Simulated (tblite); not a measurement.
Species: C4H14N2Si.
Structure used (GFN2-xTB), in Å, numbered top down from 1:
```
atom  x, y, z in Å
C1    -0.902   -1.491    0.760
C2    -0.825   -0.103    0.107
C3    -1.979    0.061   -0.891
C4    -0.933    0.972    1.186
N5     0.420    0.051   -0.618
Si6    1.958    0.419    0.050
N7     3.027    0.079   -1.266
H8    -0.085   -1.610    1.466
H9    -1.845   -1.618    1.287
H10   -0.818   -2.269    0.003
H11   -1.927   -0.707   -1.661
H12   -2.938   -0.018   -0.387
H13   -1.916    1.034   -1.372
H14   -0.161    0.831    1.937
H15   -0.810    1.957    0.744
H16   -1.905    0.921    1.669
H17    0.445   -0.576   -1.410
H18    1.925    1.818    0.505
H19    2.456   -0.436    1.139
H20    2.797    0.479   -2.161
H21    4.007    0.221   -1.089
```

Computed with GFN2-xTB (tblite): harmonic, unscaled wavenumbers at the GFN2-xTB geometry, gas phase. The method is semi-empirical: single wavenumbers can be off by several per cent or more. Modes of hydrogen on silicon can be 10 to 20 % off. One conformer, not necessarily the lowest.

Harmonic wavenumbers (cm⁻¹): 54.0, 84.5, 149.5, 186.6, 208.6, 230.2, 239.8, 269.9, 311.3, 328.1, 403.9, 418.7, 471.2, 527.9, 545.0, 595.7, 623.5, 737.2, 770.6, 822.7, 843.1, 875.9, 897.6, 942.6, 953.7, 958.2, 1029.4, 1030.6, 1062.0, 1195.7, 1228.8, 1265.4, 1361.0, 1395.3, 1398.1, 1419.5, 1481.3, 1493.3, 1494.5, 1496.8, 1500.4, 1512.9, 1544.2, 2140.7, 2185.8, 3019.9, 3024.9, 3028.7, 3032.0, 3037.9, 3040.0, 3040.9, 3048.1, 3051.9, 3425.7, 3480.2, 3521.4.

A = 3771, B = 1180, C = 1135 MHz; mass 118.093 u (most abundant isotopes); point group C1, symmetry number 1.

Zero-point energy?

½Σν̃ = 39219 cm⁻¹ = 469.16 kJ/mol.

Give the ideal-gas entropy at 350 K and 1 bar in the rigid-rotor, harmonic-oscillator model (classical rotation).

Translation 171.70, rotation 121.43, vibration 150.05: S = 443.2 J/(mol K).

And Cp and H(350 K) − H(0)?

Cp = 199.37 J/(mol K), of which vibrations give 166.11 (their classical limit is 57 R = 473.9); H(350 K) − H(0) = 40.56 kJ/mol without the zero-point energy, 28.92 from vibrations.

Blend soft modes into free rotors: weight 1/[1 + (100 cm⁻¹/ν̃)⁴] for the oscillator and the rest for a rotor with moment μB/(μ + B), μ = h/(8π²ν), B = 10⁻⁴⁴ kg m². What vibrational entropy results?

142.02 J/(mol K) in place of 150.05, which changes −T·S at 350 K by +2.81 kJ/mol.

Which modes carry the vibrational entropy at 350 K?

54.0 cm⁻¹: 20.85; 84.5 cm⁻¹: 17.15; 149.5 cm⁻¹: 12.49; 186.6 cm⁻¹: 10.72; 208.6 cm⁻¹: 9.84; 230.2 cm⁻¹: 9.08 J/(mol K); the other 51 give 69.92 together.

How do the functions run with temperature in this model?

```csv
T (K),S (J/(mol K)),Cp (J/(mol K)),H − H(0) (kJ/mol),G − H(0) (kJ/mol),ln q(vib)
50,237.8,50.6,1.98,-9.90,0.35
100,281.4,79.1,5.22,-22.93,1.33
298.15,413.1,176.3,30.81,-92.35,6.64
373.15,456.3,209.2,45.29,-124.96,8.77
500,524.4,257.1,74.97,-187.22,12.35
750,642.5,325.5,148.40,-333.51,19.18
1000,742.9,371.9,235.91,-507.01,25.53
```

q(vib) and H(0) count from the zero-point level.

Hindered rotation and anharmonicity are outside this model. Other conformers, if any are populated, would add a mixing term that is left out. The structure is chiral; the term R ln 2 for an equal mix with its mirror image is left out.

The run took 1.4 s of wall time on one thread of an Arm Neoverse N1, shared host with 64 logical CPUs at a one-minute load of 60. The figure is for the frequency step alone.
